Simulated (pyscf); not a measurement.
# H₃C–CH₂–C•(F)–F, doublet

Gas-phase minimum from PySCF at ωB97X-D3(BJ)/def2-SVP, one conformer. Other isomers of H₃C–CH₂–C•(F)–F were not searched in full and may lie lower. 

SMILES: CC[C](F)F
```xyz
10

C     -0.7933     0.2538    -1.9120
C     -0.7234    -0.2217    -0.4540
C     -0.9080    -1.7030    -0.3359
F      0.0509    -2.4358    -0.9080
F     -2.1043    -2.1523    -0.7245
H     -1.7710     0.0070    -2.3532
H     -0.0128    -0.2334    -2.5161
H     -0.6503     1.3429    -1.9761
H     -1.5018     0.2646     0.1543
H      0.2490     0.0328    -0.0046
```
Charge 0, spin multiplicity 2.

Bonded distances (Å): C1–C2 1.535, C1–H6 1.101, C1–H7 1.101, C1–H8 1.100, C2–C3 1.497, C2–H9 1.101, C2–H10 1.101, C3–F4 1.336, C3–F5 1.336. Angles (°): C2–C1–H6 110.6, C2–C1–H7 110.6, C2–C1–H8 110.8, H6–C1–H7 108.1, H6–C1–H8 108.3, H7–C1–H8 108.3, C1–C2–C3 112.1, C1–C2–H9 110.8, C1–C2–H10 110.9, C3–C2–H9 107.8, C3–C2–H10 107.8, H9–C2–H10 107.3, C2–C3–F4 114.9, C2–C3–F5 114.8 (the first ones only).

Properties at ωB97X-D3(BJ)/def2-SVP:

Harmonic wavenumbers, unscaled: 91, 221, 226, 390, 528, 674, 792, 873, 990, 1061, 1096, 1236, 1291, 1343, 1396, 1403, 1457, 1478, 1493, 3076, 3104, 3160, 3176, 3179 cm⁻¹
Zero-point energy: 48.2 kcal/mol
Rotational symmetry number: 1
Entropy of this conformer at 298 K and 1 atm, rigid rotor and harmonic oscillator, modes under 100 cm⁻¹ raised to 100: 317.9 J/(mol K)
Dipole moment: 1.91 D
Spin expectation value S2: 0.752

Single-point totals, which compare only within one level:

```json
[
 {"level": "ωB97X-D3(BJ)/def2-TZVP", "total energy (hartree)": "-317.16412"},
 {"level": "PBE/def2-TZVP", "total energy (hartree)": "-316.74216"},
 {"level": "r²SCAN/def2-TZVP", "total energy (hartree)": "-316.93994"},
 {"level": "B3LYP-D3(BJ)/def2-TZVP", "total energy (hartree)": "-317.10536"},
 {"level": "PBE0-D3(BJ)/def2-TZVP", "total energy (hartree)": "-316.76305"},
 {"level": "M06-2X/def2-TZVP", "total energy (hartree)": "-316.96169"},
 {"level": "ωB97M-D3(BJ)/def2-TZVP", "total energy (hartree)": "-317.15073"}
]
```

Soft torsions are taken as harmonic, which can shift the entropy by several J/(mol K).
